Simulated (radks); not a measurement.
Values are calculated unless marked as measured or tabulated.
Question: The mean radii <r> (bohr) of the occupied orbitals of an atom or ion are listed with their occupations. Level of theory: scalar-relativistic Kohn-Sham, AM05, spin-polarised, spherical densities, point nucleus (a radial shooting solver on a logarithmic mesh with Libxc functionals).

| orbital | occ. | <r> |
|---|---|---|
| 1s | 2 | 0.04553 |
| 2s | 2 | 0.1998 |
| 2p | 6 | 0.1741 |
| 3s | 2 | 0.4982 |

Name the element and its charge. Open shells, if any, are filled with parallel spins first.

Answer: Z = 33, arsenic, charge +21: As21+ in [Ne] 3s2. The 1s radius gives Z: for a bare nucleus <r> = (2 gamma + 1)/(2Z) with gamma = sqrt(1 - (Z/c)^2), 0.04456 bohr for Z = 33, and screening makes it slightly larger (0.04553 here). The occupations add up to 12, and the charge is Z minus that.
